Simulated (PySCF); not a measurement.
Compound: C3H4AlNO.
Structure used (PBE0-D3(BJ)/def2-SVP), in Å, numbered top down from 1:
```
atom  x, y, z in Å
C1    -0.1796    2.6266   -0.6567
N2     0.3386    1.5779   -0.5734
Al3   -1.2300    0.2556   -0.8398
O4    -2.4981    1.6058   -1.0581
C5    -2.3887    2.8800   -1.0317
C6    -1.1984    3.5613   -0.8251
H7    -1.4511   -0.4684    0.5502
H8    -0.9798   -0.4733   -2.2221
H9    -3.3128    3.4588   -1.1850
H10   -1.0912    4.6415   -0.8001
```

The closed-shell ground state was solved at several levels (PySCF, density fitting, gas phase, non-relativistic).

```tsv
level	basis functions	HOMO (eV)	LUMO (eV)	gap (eV)	dipole (D)
BHandHLYP/pcSseg-2	279	-8.36	-0.55	7.81	4.04
BP86/pcSseg-2	279	-6.30	-2.76	3.54	3.75
PBE0/6-31G*	96	-7.12	-1.41	5.71	3.85
PBE0/6-31G	66	-7.18	-1.59	5.59	3.73
B3LYP/pcSseg-2	279	-7.14	-1.91	5.23	3.87
KT3/pcSseg-2	279	-6.25	-2.64	3.61	3.66
mPW1PW91/pcSseg-2	279	-7.36	-1.67	5.69	3.87
```

**Question.** What might CAM-B3LYP/pcSseg-2 (279 basis functions) give for the same quantities?

**Answer.** HOMO -8.61 eV, LUMO -0.52 eV, gap 8.09 eV, dipole 3.93 D.

**Question.** Over all these levels, which gives the widest orbital gap and which the narrowest?

**Answer.** CAM-B3LYP/pcSseg-2 (range-separated hybrid) has the widest, 8.09 eV, and BP86/pcSseg-2 (GGA) the narrowest, 3.54 eV. The two share the basis. From the narrowest to the widest the HOMO moves by -2.31 eV and the LUMO by +2.24 eV.

**Question.** In the pcSseg-2 basis, how does the gap go with the fixed share of exact exchange?

**Answer.** BP86 (0 %) 3.54 eV; KT3 (0 %) 3.61 eV; B3LYP (20 %) 5.23 eV; mPW1PW91 (25 %) 5.69 eV; BHandHLYP (50 %) 7.81 eV. Each rise in the share widens the gap here.

**Question.** How far do the dipole and the HOMO energy spread over the levels?

**Answer.** The dipole runs from 3.66 to 4.04 D (mean 3.84 D) and the HOMO from -8.61 to -6.25 eV.
